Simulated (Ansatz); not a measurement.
The same hydrolysis along the group F, Cl, Br.

Isolated molecules relaxed with PBE0-D4/def2-TZVP in Ansatz; ΔE leaves out vibrations. CBS: MP2 limit from def2 TZ/QZ plus the TZ coupled-cluster correction, frozen cores. This one scheme is used for every species. Functionals use def2-TZVPP. def2 core potentials past Kr. For Br, Sn outer-core shells are correlated without core-valence functions, which leaves a few kJ/mol of doubt a bond. Scalar relativity is left out up to krypton. One conformer a species, not always the lowest.

```
                                      reaction  LDA (SPW92) (kcal/mol)  RPA@PBE/def2-TZVPP (kcal/mol)  revPBE-D4 (kcal/mol)  ωB97X-V (kcal/mol)
  `C[CH2][Sn][F]` + H₂O → `[OH][Sn][F]` + `CC`                   -26.4                          -25.5                 -26.3               -27.5
`C[CH2][Sn][Cl]` + H₂O → `[OH][Sn][Cl]` + `CC`                   -24.8                          -23.6                 -24.5               -25.7
`C[CH2][Sn][Br]` + H₂O → `[OH][Sn][Br]` + `CC`                   -24.2                          -22.9                 -24.2               -25.1
```

(1) Give the CCSD(T)/CBS values in the same order. (Best estimate.)

Largest T1 diagnostic: 0.018, for `[OH][Sn][F]`.

Answers

(1) Ansatz gave: -26.0, -23.7, -23.0 kcal/mol.
